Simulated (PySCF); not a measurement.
H4P, SMILES [PH4+], charge +1. Geometry optimised at TPSSh-D3(BJ)/def2-TZVPD. The isomer is the one that the SMILES or the coordinates give; other isomers of the formula were not compared.

The numbers are results of PySCF with TPSSh-D3(BJ)/def2-TZVPD, not measurements.

Harmonic wavenumbers (cm⁻¹): 1002, 1002, 1002, 1146, 1146, 2516, 2567, 2567, 2567. Rotational constants (GHz): 96.38, 96.38, 96.38; symmetry number 12.

Task: Work out the zero-point energy and the ideal-gas rigid-rotor harmonic-oscillator thermochemistry at 298.15 K and 1 atm.

Result: ZPE = ½ Σ hcν = ½ × 15517 cm⁻¹ = 22.18 kcal/mol. H − E(el) = 24.65 kcal/mol. Entropy in cal/(mol K): translation 36.59, rotation 11.60, vibration 0.38, total 48.57. G − E(el) = 10.17 kcal/mol. Cp = 9.56 cal/(mol K).
